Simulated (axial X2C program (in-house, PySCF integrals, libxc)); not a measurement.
# Excited states of MgBr⁻ by EOM-EE-CCSD

Calculated with an in-house all-electron X2C program for linear molecules (integrals from PySCF): two-component X2C with atomic mean-field Coulomb and Gaunt terms, Gaussian nuclei, basis Br dyall-acv3z, Mg dyall-acv3z with contracted cores.

R = 2.589 Å (near the PBE0 minimum at charge -1 of the determinant lowest at the starting distance; the state shown can have its own minimum elsewhere).

Hartree–Fock spinors of MgBr⁻ (one of each Kramers pair; a window near the gap, which can cut inner shells):

```csv
ω,occupied,ε (eV),character
1/2,yes,-21.90,"81% Br s, 6% Mg d, 6% Mg p"
1/2,yes,-7.09,"84% Br p, 8% Mg s, 4% Mg p"
1/2,yes,-6.14,"88% Br p, 4% Mg d, 4% Mg f"
3/2,yes,-5.84,"88% Br p, 5% Mg d, 4% Mg f"
1/2,yes,-1.52,"67% Mg s, 18% Mg p, 8% Br p"
1/2,no,2.41,99% Mg p
1/2,no,2.42,100% Mg p
3/2,no,2.42,100% Mg p
1/2,no,3.07,96% Mg s
1/2,no,4.68,"92% Mg p, 3% Mg d, 2% Br d"
3/2,no,4.68,"92% Mg p, 3% Mg d, 2% Br d"
```

Vertical excitation energies from the closed-shell determinant state of MgBr⁻:

```json
{"Ω": "0⁻", "excitation (eV)": "1.601", "cm⁻¹": "12909", "hole of the leading pair": "68% Mg sσ, 18% Mg pσ, 7% Br pσ", "particle of the leading pair": "88% Mg pπ", "weight of the pair (for Ω = 0 its time-reversed partner can hold as much again)": "0.48", "singles weight": "0.97"}
{"Ω": "0⁺", "excitation (eV)": "1.601", "cm⁻¹": "12910", "hole of the leading pair": "68% Mg sσ, 18% Mg pσ, 7% Br pσ", "particle of the leading pair": "88% Mg pπ", "weight of the pair (for Ω = 0 its time-reversed partner can hold as much again)": "0.48", "singles weight": "0.97"}
{"Ω": "1", "excitation (eV)": "1.605", "cm⁻¹": "12943", "hole of the leading pair": "68% Mg sσ, 18% Mg pσ, 7% Br pσ", "particle of the leading pair": "88% Mg pπ", "weight of the pair (for Ω = 0 its time-reversed partner can hold as much again)": "0.49", "singles weight": "0.97"}
{"Ω": "2", "excitation (eV)": "1.609", "cm⁻¹": "12978", "hole of the leading pair": "68% Mg sσ, 18% Mg pσ, 7% Br pσ", "particle of the leading pair": "88% Mg pπ", "weight of the pair (for Ω = 0 its time-reversed partner can hold as much again)": "0.97", "singles weight": "0.97"}
{"Ω": "1", "excitation (eV)": "2.026", "cm⁻¹": "16337", "hole of the leading pair": "67% Mg sσ, 18% Mg pσ, 8% Br pσ", "particle of the leading pair": "57% Mg pσ, 40% Mg sσ", "weight of the pair (for Ω = 0 its time-reversed partner can hold as much again)": "0.95", "singles weight": "0.95"}
{"Ω": "0⁻", "excitation (eV)": "2.026", "cm⁻¹": "16337", "hole of the leading pair": "67% Mg sσ, 18% Mg pσ, 8% Br pσ", "particle of the leading pair": "57% Mg pσ, 40% Mg sσ", "weight of the pair (for Ω = 0 its time-reversed partner can hold as much again)": "0.48", "singles weight": "0.95"}
{"Ω": "1", "excitation (eV)": "2.121", "cm⁻¹": "17104", "hole of the leading pair": "66% Mg sσ, 19% Mg pσ, 8% Br pσ", "particle of the leading pair": "98% Mg pπ", "weight of the pair (for Ω = 0 its time-reversed partner can hold as much again)": "0.47", "singles weight": "0.93"}
{"Ω": "0⁺", "excitation (eV)": "2.155", "cm⁻¹": "17380", "hole of the leading pair": "66% Mg sσ, 19% Mg pσ, 8% Br pσ", "particle of the leading pair": "83% Mg pσ, 15% Mg sσ", "weight of the pair (for Ω = 0 its time-reversed partner can hold as much again)": "0.46", "singles weight": "0.93"}
{"Ω": "0⁻", "excitation (eV)": "2.293", "cm⁻¹": "18493", "hole of the leading pair": "65% Mg sσ, 19% Mg pσ, 9% Br pσ", "particle of the leading pair": "56% Mg sσ, 39% Mg pσ", "weight of the pair (for Ω = 0 its time-reversed partner can hold as much again)": "0.47", "singles weight": "0.94"}
{"Ω": "1", "excitation (eV)": "2.293", "cm⁻¹": "18493", "hole of the leading pair": "65% Mg sσ, 19% Mg pσ, 9% Br pσ", "particle of the leading pair": "56% Mg sσ, 39% Mg pσ", "weight of the pair (for Ω = 0 its time-reversed partner can hold as much again)": "0.94", "singles weight": "0.94"}
```

This point took 40 s on 1 thread of Intel(R) Xeon(R) Platinum 8259CL CPU @ 2.50GHz (Skylake/Cascade Lake), with other jobs on the host.

Reference electrons by ω block (each with its −ω partner): 1/2: 17, 3/2: 6, 5/2: 1. 10 electrons of MgBr⁻ correlated (inner shells frozen), 88 natural virtual spinors (a truncated set); levels can be off by some tenths of an eV. Roots sought by Ω: (0: 5, 1: 4, 2: 3, 3: 1); rows need 60 % singles weight and stop where some Ω has no more roots. Missing are any skipped roots, higher Ω and states of a further excitation; these come out far too high here and may in truth be low or lowest. T1 of the reference 0.014 (Lee–Taylor). The highest Hartree–Fock level of the anion lies at -1.52 eV; relaxation, partly offset by correlation, puts the detachment threshold some tenths of an eV to over one eV lower in magnitude, and states above it are held by the basis set and are not bound; that holds for every row here. Number of frozen shells: Br 3 s, 2 p, 1 d; Mg 2 s, 1 p.
